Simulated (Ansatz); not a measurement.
`COC(C)(C)C#N` + `O[SiH3]` → `N#CO[SiH3]` + `COC(C)C` at 600 K and 1 bar (substitution at a C–C bond).

Gas-phase electronic energies from Ansatz, PBE0-D4/def2-TZVP geometries. CBS: MP2 limit from def2 TZ/QZ plus the TZ coupled-cluster correction, frozen cores. Each species was taken in one conformer, which may not be the lowest.

```tsv
species	CCSD(T)/CBS energy (Eh)	H − E (kJ/mol)	S (J/(mol·K))
`COC(C)(C)C#N`	-325.52841	431.6	485.5
`O[SiH3]`	-366.69042	135.7	307.9
`N#CO[SiH3]`	-458.79584	144.5	367.3
`COC(C)C`	-233.39375	422.5	431.8
```

H − E and S are ideal-gas, rigid-rotor, harmonic terms from PBE0-D4/def2-TZVP, for one conformer and one mirror image of each species. 1 Eh = 2625.50 kJ/mol, R = 8.31446 J/(mol·K).

Question: By hand: ΔE, ΔH, ΔS and ΔG.

Answer: ΔE = (-458.79584) + (-233.39375) − (-325.52841) − (-366.69042) = 0.02924 Eh = 76.8 kJ/mol. Δ(H − E) = 144.5 + 422.5 − 431.6 − 135.7 = -0.3, so ΔH = 76.5 kJ/mol. ΔS = 367.3 + 431.8 − 485.5 − 307.9 = 5.7 J/(mol·K). ΔG = 76.5 − 600 × (5.7)/1000 = 73.1 kJ/mol.

Question: By hand: the equilibrium constant, and the temperature at which ΔG would vanish if ΔH and ΔS stayed fixed.

Answer: log₁₀ K = −ΔG/(RT ln 10) = -6.4. ΔG = 0 at ΔH/ΔS = 13421 K, far beyond where these terms or the molecules hold.

The number of gas molecules stays the same, so ΔS is small and ΔH decides. A doubt of 5 kJ/mol in ΔE shifts log₁₀ K by 0.4 here. Other conformers and mirror images would add mixing entropy, several J/(mol·K) or more a flexible species. These are equilibria of isolated gas molecules and say nothing of rates. Largest T1 diagnostic: 0.014 (customary marks: 0.02 for closed shells, 0.045 for open ones).
